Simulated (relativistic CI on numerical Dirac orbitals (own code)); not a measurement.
## Spin-allowed bands of a d3 ion in a tetrahedral site, by hand

Problem. Take Δ = 3400 cm⁻¹ and B = 640 cm⁻¹ for a d3 ion in a tetrahedral site. Calculate the three spin-allowed bands.

Working.
1. The terms of highest spin are 4F (energy 0) and 4P (15B = 9600 cm⁻¹). Here the F term splits into A2 at +1.2Δ = 4080, T2 at +0.2Δ = 680 and T1 at −0.6Δ = -2040 cm⁻¹.
2. The two T1 states mix through the element 0.4Δ: H = [[-2040, 1360], [1360, 9600]], with roots ½(H₁₁ + H₂₂) ∓ ½√[(H₂₂ − H₁₁)² + 4H₁₂²] = ½(7560) ∓ ½(11954) = -2197 and 9757 cm⁻¹.
3. The ground term is 4T1 at -2197 cm⁻¹.
4. Bands: 4T2 2877 cm⁻¹ (3476 nm), 4A2 6277 cm⁻¹ (1593 nm), 4T1(P) 11954 cm⁻¹ (837 nm).

Check. Exact diagonalisation of the whole d3 shell with these parameters gives 4T2 2877, 4A2 6277, 4T1 11954 cm⁻¹. The match is exact, since without spin-orbit coupling no other term has this spin. The ratio of the second band to the first, 2.182, depends on Δ/B = 5.3 alone, which is how a Tanabe-Sugano diagram is read.
